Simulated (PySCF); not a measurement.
## Vibration and rotation of BaCl

PBE0 constants of BaCl, ²Σ⁺ (doublet), unpaired electrons σ ↑ (PySCF, spin-free X2C with a Gaussian nucleus, basis sets Ba x2c-TZVPall, Cl x2c-TZVPall; masses 137.9052 and 34.9689 u):

* ωe: 282.4 cm⁻¹
* ωexe: 0.823 cm⁻¹
* Be: 0.084697 cm⁻¹
* αe: 0.000339 cm⁻¹
* D (centrifugal): 3.05e-08 cm⁻¹
* De to Ba + Cl: 4.75 eV

Question: Give the vibrational terms G(v) and spacings up to v = 6.

Answer: G(v) = ωe(v+½) − ωexe(v+½)².

```json
{"v": "0", "G(v) (cm⁻¹)": "141.0", "G(v) − G(v−1)": "", "Bv (cm⁻¹)": "0.08453"}
{"v": "1", "G(v) (cm⁻¹)": "421.7", "G(v) − G(v−1)": "280.8", "Bv (cm⁻¹)": "0.08419"}
{"v": "2", "G(v) (cm⁻¹)": "700.9", "G(v) − G(v−1)": "279.1", "Bv (cm⁻¹)": "0.08385"}
{"v": "3", "G(v) (cm⁻¹)": "978.3", "G(v) − G(v−1)": "277.5", "Bv (cm⁻¹)": "0.08351"}
{"v": "4", "G(v) (cm⁻¹)": "1254.1", "G(v) − G(v−1)": "275.8", "Bv (cm⁻¹)": "0.08317"}
{"v": "5", "G(v) (cm⁻¹)": "1528.3", "G(v) − G(v−1)": "274.2", "Bv (cm⁻¹)": "0.08283"}
{"v": "6", "G(v) (cm⁻¹)": "1800.8", "G(v) − G(v−1)": "272.5", "Bv (cm⁻¹)": "0.08249"}
```

Question: How well does the Morse estimate ωe²/(4ωexe) reproduce De, and what is D0?

Answer: It gives 3.00 eV, 63 % of the computed De. D0 = De − G(0) = 4.75 − 0.02 = 4.73 eV.

These are scalar-relativistic numbers at best; spin–orbit coupling would shift them, the dissociation energy most. The state is the lowest determinant that a PBE0 search found; another state may lie lower at other levels.
